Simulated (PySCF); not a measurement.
Two species compared at the same levels of theory.

First species: C₅H₇F₃O.
SMILES: `CC[C@H](C=O)C(F)(F)F`

Second species: C₇H₈.
SMILES: `C#CCCC#CC`

Levels: PBE0/def2-SVPD for dipole moment, HOMO energy, LUMO energy, HOMO–LUMO gap, static isotropic polarisability and electronic spatial extent ⟨r²⟩ about the centre of nuclear charge; TDDFT PBE0/def2-SVPD for lowest singlet excitation; TDA PBE0/def2-SVPD for lowest triplet excitation (Tamm–Dancoff); GFN2-xTB for rotational constant A and rotational constant C. Geometries: GFN2-xTB. Each species is one conformer at its optimised geometry, gas phase, non-relativistic unless stated; the electronic structure was computed with PySCF and density fitting.

The conformers computed, where there is a choice (atom-mapped SMILES and torsion angles):
- `[CH3:1][CH2:2][C@H:3]([CH:4]=[O:5])[C:6]([F:7])([F:8])[F:9]`: C1–C2–C3–C4 -74°, C2–C3–C4–O5 4°, C2–C3–C6–F7 -59°
- `[CH:1]#[C:2][CH2:3][CH2:4][C:5]#[C:6][CH3:7]`: C2–C3–C4–C5 180°

Values for the first species:

```
Dipole moment                                                     : 1.98 D
HOMO energy                                                       : -8.09 eV
LUMO energy                                                       : -1.43 eV
HOMO–LUMO gap                                                     : 6.66 eV
Lowest singlet excitation                                         : 4.27 eV
Lowest triplet excitation (Tamm–Dancoff)                          : 3.61 eV
Static isotropic polarisability                                   : 64.7 au
Electronic spatial extent ⟨r²⟩ about the centre of nuclear charge : 1205 bohr²
Rotational constant A                                             : 2.293 GHz
Rotational constant C                                             : 0.983 GHz
```

Problem. Estimate the same properties for the second species, and the change in each.

Solution. 
```json
{"property": "dipole moment", "first": "1.98 D", "second": "0.97 D", "second less first": "-1.01 D"}
{"property": "HOMO energy", "first": "-8.09 eV", "second": "-7.31 eV", "second less first": "+0.78 eV"}
{"property": "LUMO energy", "first": "-1.43 eV", "second": "0.60 eV", "second less first": "+2.03 eV"}
{"property": "HOMO–LUMO gap", "first": "6.66 eV", "second": "7.91 eV", "second less first": "+1.25 eV"}
{"property": "lowest singlet excitation", "first": "4.27 eV", "second": "6.59 eV", "second less first": "+2.32 eV"}
{"property": "lowest triplet excitation (Tamm–Dancoff)", "first": "3.61 eV", "second": "5.42 eV", "second less first": "+1.81 eV"}
{"property": "static isotropic polarisability", "first": "64.7 au", "second": "82.6 au", "second less first": "+17.9 au"}
{"property": "electronic spatial extent ⟨r²⟩ about the centre of nuclear charge", "first": "1205 bohr²", "second": "1320 bohr²", "second less first": "+115 bohr²"}
{"property": "rotational constant A", "first": "2.293 GHz", "second": "19.314 GHz", "second less first": "+17.021 GHz"}
{"property": "rotational constant C", "first": "0.983 GHz", "second": "0.845 GHz", "second less first": "-0.138 GHz"}
```

On the first: The vertical singlet–triplet gap S1 − T1 is 0.66 eV (TDDFT singlet less Tamm–Dancoff triplet; S1: HOMO→LUMO, weight 0.98; T1: HOMO→LUMO, weight 0.98).

On the second: The polarisability is 12.24 Å³ as a volume (1 au = 0.148185 Å³), or 1.65 au for each of the 50 electrons. In wavenumbers S1 is 53100 cm⁻¹ (1 eV = 8065.54 cm⁻¹).
